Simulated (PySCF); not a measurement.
## How methods differ on the ionisation energy of Ir⁶⁴⁺

Ir⁶⁴⁺ [Ne] 3s2 3p1 [3p1/2^1, M_J = 1/2] → Ir⁶⁵⁺ [Ne] 3s2, as a difference of total energies. All numbers are calculated (PySCF 2.14, the two-component X2C-1e Hamiltonian, in an uncontracted even-tempered set (17 s from 21 bohr⁻², ratio 2.4; 14 p from 28 bohr⁻², ratio 2.4; 4 d from 91 bohr⁻², ratio 2.6; 4 f from 140 bohr⁻², ratio 2.6)). Correlated levels: 1s2 frozen; the 46 highest virtual spinors dropped. "Screened" scales the spin-orbit matrix elements by Boettger's factors to mimic the two-electron term; Breit and QED terms are absent.

```
                    method  ionisation energy (eV)
           GHF (spin-free)                  7111.9
          GMP2 (spin-free)                  7112.6
 GHF (screened spin-orbit)                  7430.3
GMP2 (screened spin-orbit)                  7430.3
```

Breit and QED terms and the two-electron picture change are absent.

The spin-free rows lack the spin-orbit shift.

For comparison: 7421 ± 24 eV (theoretical estimate listed by NIST; NIST Atomic Spectra Database, ionization energies).
